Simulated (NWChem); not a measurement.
All runs are NWChem calculations. System: C2H6BBr, charge 0, spin multiplicity 1, at a geometry optimised with PBE0/def2-SVP. The structure started from a generated list of species. Level: RHF/def2-TZVP.

Part of the output:

```
             Northwest Computational Chemistry Package (NWChem) 7.3.0
             --------------------------------------------------------

                                NWChem Input Module
                                -------------------

 Scaling coordinates for geometry "geometry" by  1.889725989
 (inverse scale =  0.529177249)

                             Geometry "geometry" -> ""
                             -------------------------

 Output coordinates in angstroms (scale by  1.889725989 to convert to a.u.)

  No.       Tag          Charge          X              Y              Z
 ---- ---------------- ---------- -------------- -------------- --------------
    1 B                    5.0000     0.72275500     0.56721400    -0.04400700
    2 Br                  35.0000    -0.79953200    -0.62519200     0.04823700
    3 C                    6.0000     0.59064900     1.86662100    -0.90125700
    4 H                    1.0000     1.55596100     2.18414200    -1.32651100
    5 H                    1.0000     0.28491500     2.67125500    -0.20440100
    6 H                    1.0000    -0.17154600     1.81958000    -1.69073200
    7 C                    6.0000     2.01260600     0.17005000     0.74368100
    8 H                    1.0000     2.62903500     1.04209000     1.01218200
    9 H                    1.0000     2.62475900    -0.44298300     0.05390000
   10 H                    1.0000     1.82717800    -0.44844400     1.63276500

 Effective nuclear repulsion energy (a.u.)     214.6969086658

            Nuclear Dipole moment (a.u.)
            ----------------------------
        X                 Y               Z
 ---------------- ---------------- ----------------
    -0.0000245664     0.0000302356     0.0000132281


 Summary of "ao basis" -> "" (spherical)
 ------------------------------------------------------------------------------
       Tag                 Description            Shells   Functions and Types
 ---------------- ------------------------------  ------  ---------------------
 *                         def2-tzvp                  on all atoms

 Summary of "ao basis" -> "ao basis" (spherical)
 ------------------------------------------------------------------------------
       Tag                 Description            Shells   Functions and Types
 ---------------- ------------------------------  ------  ---------------------
 B                         def2-tzvp                11       31   5s3p2d1f
 Br                        def2-tzvp                16       48   6s5p4d1f
 C                         def2-tzvp                11       31   5s3p2d1f
 H                         def2-tzvp                 4        6   3s1p

                                 NWChem SCF Module
                                 -----------------

  ao basis        = "ao basis"
  functions       =   177
  atoms           =    10
  closed shells   =    29
  open shells     =     0
  charge          =   0.00
  wavefunction    = RHF
  use symmetry    = F
  symmetry adapt  = F

 Summary of "ao basis" -> "ao basis" (spherical)
 ------------------------------------------------------------------------------
       Tag                 Description            Shells   Functions and Types
 ---------------- ------------------------------  ------  ---------------------
 B                         def2-tzvp                11       31   5s3p2d1f
 Br                        def2-tzvp                16       48   6s5p4d1f
 C                         def2-tzvp                11       31   5s3p2d1f
 H                         def2-tzvp                 4        6   3s1p

 Forming initial guess at       0.1s

      Superposition of Atomic Density Guess
      -------------------------------------

 Sum of atomic energies:       -2675.27522453

      Non-variational initial energy
      ------------------------------

 Total energy =   -2677.365894
 1-e energy   =   -4145.179001
 2-e energy   =    1253.116198
 HOMO         =      -0.355315
 LUMO         =       0.008871

 Starting SCF solution at       8.5s

 ----------------------------------------------
         Quadratically convergent ROHF

 Convergence threshold     :          1.000E-07
 Maximum no. of iterations :          100
 Final Fock-matrix accuracy:          1.000E-09
 ----------------------------------------------

              iter       energy          gnorm     gmax       time
             ----- ------------------- --------- --------- --------
                 1    -2676.3713479330  7.44D-01  1.51D-01     14.4
                 2    -2676.4165449177  2.42D-01  5.55D-02     20.5
                 3    -2676.4219081152  1.67D-02  4.34D-03     37.3
                 4    -2676.4219400757  1.68D-04  4.51D-05     63.9
                 5    -2676.4219400812  1.38D-08  2.94D-09    116.1

       Final RHF  results
       ------------------

         Total SCF energy =  -2676.421940081182
      One-electron energy =  -4149.728956695619
      Two-electron energy =   1258.610107948626
 Nuclear repulsion energy =    214.696908665812

        Time for solution =    107.6s

             Final eigenvalues
             -----------------

              1
    1 -490.0026
    2  -65.1456
    3  -58.5003
    4  -58.4999
    5  -58.4996
    6  -11.2110
    7  -11.2109
    8   -9.8194
    9   -7.6517
   10   -7.4296
   11   -7.4266
   12   -7.4254
   13   -3.1715
   14   -3.1701
   15   -3.1685
   16   -3.1650
   17   -3.1649
   18   -1.0261
   19   -0.9620
   20   -0.9390
   21   -0.6298
   22   -0.5877
   23   -0.5720
   24   -0.5625
   25   -0.5425
   26   -0.4912
   27   -0.4610
   28   -0.4204
   29   -0.3978
   30    0.1046
   31    0.1065
   32    0.1612
   33    0.1879
   34    0.1889
   35    0.1973
   36    0.2104
   37    0.2188
   38    0.2441
   39    0.2802

                       ROHF Final Molecular Orbital Analysis
                       -------------------------------------

 Vector   27  Occ=2.000000D+00  E=-4.609808D-01
              MO Center=  1.7D-01,  1.4D-01, -1.3D-02, r^2= 3.8D+00
   Bfn.  Coefficient  Atom+Function         Bfn.  Coefficient  Atom+Function
  ----- ------------  ---------------      ----- ------------  ---------------
    47      0.301071   2 Br px               48      0.234113   2 Br py
    41     -0.205689   2 Br px               44      0.178489   2 Br px
     6     -0.164812   1 B  px               42     -0.159902   2 Br py

 Vector   28  Occ=2.000000D+00  E=-4.204358D-01
              MO Center= -6.5D-01, -5.1D-01,  4.0D-02, r^2= 1.9D+00
   Bfn.  Coefficient  Atom+Function         Bfn.  Coefficient  Atom+Function
  ----- ------------  ---------------      ----- ------------  ---------------
    49      0.389958   2 Br pz               48      0.277362   2 Br py
    43     -0.253961   2 Br pz               46      0.222411   2 Br pz
    52      0.223137   2 Br pz               47     -0.193401   2 Br px
    42     -0.180658   2 Br py               45      0.158203   2 Br py
    51      0.158377   2 Br py

 Vector   29  Occ=2.000000D+00  E=-3.977779D-01
              MO Center= -5.2D-01, -4.0D-01,  3.1D-02, r^2= 2.5D+00
   Bfn.  Coefficient  Atom+Function         Bfn.  Coefficient  Atom+Function
  ----- ------------  ---------------      ----- ------------  ---------------
    49      0.330786   2 Br pz               48     -0.291740   2 Br py
    47      0.247045   2 Br px               43     -0.214991   2 Br pz
    52      0.200270   2 Br pz               42      0.190289   2 Br py
    46      0.190694   2 Br pz               51     -0.178404   2 Br py
    45     -0.169062   2 Br py               41     -0.161229   2 Br px

 Vector   30  Occ=0.000000D+00  E= 1.045921D-01
              MO Center=  6.2D-01,  5.1D-01, -4.2D-03, r^2= 3.8D+00
   Bfn.  Coefficient  Atom+Function         Bfn.  Coefficient  Atom+Function
  ----- ------------  ---------------      ----- ------------  ---------------
    14      0.830757   1 B  pz              168      0.477642   9 H  s
   119     -0.418732   5 H  s                13      0.403286   1 B  py
    52     -0.350588   2 Br pz              133     -0.327975   7 C  s
   113      0.256624   4 H  s                11      0.238282   1 B  pz
     8      0.231812   1 B  pz               51     -0.219371   2 Br py

 Vector   31  Occ=0.000000D+00  E= 1.065284D-01
              MO Center=  1.4D+00,  1.1D+00, -1.2D-01, r^2= 8.7D+00
   Bfn.  Coefficient  Atom+Function         Bfn.  Coefficient  Atom+Function
  ----- ------------  ---------------      ----- ------------  ---------------
    84     -4.357785   3 C  s               133     -4.314070   7 C  s
     5      4.124944   1 B  s                 4      1.654563   1 B  s
    12      0.835557   1 B  px              119      0.806582   5 H  s
   168      0.784642   9 H  s               162      0.711544   8 H  s
   113      0.695879   4 H  s                13      0.665031   1 B  py

 Vector   32  Occ=0.000000D+00  E= 1.612086D-01
              MO Center=  1.1D+00,  8.1D-01, -5.5D-02, r^2= 1.1D+01
   Bfn.  Coefficient  Atom+Function         Bfn.  Coefficient  Atom+Function
  ----- ------------  ---------------      ----- ------------  ---------------
    84      5.613468   3 C  s               133     -5.600270   7 C  s
    13     -2.101729   1 B  py               14      1.777330   1 B  pz
    12      1.735019   1 B  px              119     -1.215895   5 H  s
   168      1.218093   9 H  s               174      0.852880  10 H  s
   125     -0.823264   6 H  s               140      0.758099   7 C  px

 center of mass
 --------------
 x =  -0.24807742 y =  -0.19369240 z =   0.01488136

 moments of inertia (a.u.)
 ------------------
         419.597466975439        -231.443736660836         -43.746628613374
        -231.443736660836         544.137318911863          98.300818861585
         -43.746628613374          98.300818861585         785.164669553660

  Mulliken analysis of the total density
  --------------------------------------

    Atom       Charge   Shell Charges
 -----------   ------   -------------------------------------------------------
    1 B    5     4.78   0.92  1.06  0.49  0.45  0.03  0.85  0.71  0.04  0.05  0.16  0.02
    2 Br  35    35.17   2.00  2.00  1.16  0.78  0.98  0.96  6.00  5.94  1.27  2.80  1.25  8.98  1.02 -0.01  0.03  0.00
    3 C    6     6.40   0.85  1.12  0.47  0.69  0.06  1.27  1.45  0.44  0.02  0.04  0.00
    4 H    1     0.88   0.26  0.49  0.11  0.02
    5 H    1     0.87   0.26  0.49  0.11  0.02
    6 H    1     0.87   0.26  0.48  0.10  0.02
    7 C    6     6.40   0.85  1.12  0.47  0.69  0.06  1.27  1.45  0.44  0.02  0.04  0.00
    8 H    1     0.88   0.26  0.49  0.11  0.02
    9 H    1     0.87   0.26  0.49  0.11  0.02
   10 H    1     0.87   0.26  0.48  0.10  0.02

       Multipole analysis of the density wrt the origin
       ------------------------------------------------

     L   x y z        total         open         nuclear
     -   - - -        -----         ----         -------
     0   0 0 0      0.000000      0.000000     58.000000

     1   1 0 0      0.619836      0.000000     -0.000025
     1   0 1 0      0.482627      0.000000      0.000030
     1   0 0 1     -0.036598      0.000000      0.000013

     2   2 0 0    -28.455656      0.000000    253.737518
     2   1 1 0      0.205378      0.000000    117.196785
     2   1 0 1     -0.268325      0.000000     29.394413
     2   0 2 0    -28.505755      0.000000    189.510380
     2   0 1 1      0.299097      0.000000    -59.766699
     2   0 0 2    -28.732814      0.000000     59.409655

 Task  times  cpu:      116.2s     wall:      116.2s

 Total times  cpu:      116.2s     wall:      116.2s
```

Task: Write an NWChem input that would produce this output.

Result: Several could match; the one computed here: 
```
start mol
memory heap 200 mb stack 800 mb global 1000 mb
geometry units angstroms nocenter noautoz noautosym
  B      0.722755     0.567214    -0.044007
  Br    -0.799532    -0.625192     0.048237
  C      0.590649     1.866621    -0.901257
  H      1.555961     2.184142    -1.326511
  H      0.284915     2.671255    -0.204401
  H     -0.171546     1.819580    -1.690732
  C      2.012606     0.170050     0.743681
  H      2.629035     1.042090     1.012182
  H      2.624759    -0.442983     0.053900
  H      1.827178    -0.448444     1.632765
end
basis spherical
  * library def2-tzvp
end
scf
  rhf
  nopen 0
  maxiter 100
  thresh 1e-7
  semidirect memsize 60000000 filesize 0
end
task scf energy
```
